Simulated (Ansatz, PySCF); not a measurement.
This singlet lies 1.52 eV below the relaxed triplet at the level frozen-core CCSD(T)/cc-pVTZ // PBE0-D4/def2-SVP (Ansatz, a first-principles code).

B3LYP has the VWN-RPA correlation part, as in Gaussian. 

```xyz
5

C      0.8128    -0.5220     0.0714
N     -0.4064    -0.0602     0.0039
H      1.4806     0.3674    -0.0325
H     -1.1941    -0.7032     0.0762
H     -0.6929     0.9179    -0.1190
```

Charge 0, multiplicity 1.

Give the Mulliken and meta-Löwdin atomic charges from B3LYP-D3(BJ)/def2-TZVP // PBE0-D4/def2-SVP in PySCF 2.14.0.


```
atom  Mulliken (e)  meta-Löwdin (e)
----  ------------  ---------------
C1           -0.26            -0.30
N2           -0.29            -0.25
H3            0.08             0.09
H4            0.25             0.25
H5            0.21             0.21
```
